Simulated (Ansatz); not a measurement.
Stepwise reaction of `CC[Si]CC` with water, as a gas-phase model of exchange steps in deposition or etching. ΔE in kJ/mol; ΔG adds harmonic PBE0-D4 terms to CCSD(T)/CBS, at 1 bar.

Computed with Ansatz on PBE0-D4/def2-TZVP structures; ΔE is electronic, products minus reactants. CCSD(T)/CBS adds triple-zeta CCSD(T) − MP2 to the extrapolated MP2 energy (def2 sets, frozen cores). This one scheme is used for every species. Functionals use def2-TZVPP. B3LYP here is the variant with VWN-RPA as its local correlation; programs differ in this. Each species was taken in one conformer, which may not be the lowest.

```csv
step,reaction,PBE-D4,B3LYP-D4,ωB97M-V,CCSD(T)/CBS,ΔG(600 K)
1,`CC[Si]CC` + H₂O → `CC[Si]O` + `CC`,-152.3,-160.7,-159.8,-151.2,-141.9
```

Question: Give the row of step 2, `CC[Si]O` + H₂O → `O[Si]O` + `CC`. (An estimate is asked.)

Answer: Computed: 
```json
{"step": "2", "reaction": "`CC[Si]O` + H₂O → `O[Si]O` + `CC`", "PBE-D4": "-160.2", "B3LYP-D4": "-171.4", "ωB97M-V": "-171.3", "CCSD(T)/CBS": "-165.2", "ΔG(600 K)": "-156.1"}
```

Question: By hand: ΔE of the 2 steps together at CCSD(T)/CBS.

Answer: (-151.2) + (-165.2) = -316.4 kJ/mol, or -158.2 kJ/mol a step.

In ΔE each step is lower than the one before. All are downhill at CCSD(T)/CBS. ΔG lies between -156.1 and -141.9 kJ/mol a step. PBE-D4 differs from CCSD(T)/CBS by -1.1 to 5.0 kJ/mol a step. Isolated molecules leave out the surface, adducts and barriers. Largest T1 diagnostic: 0.015.
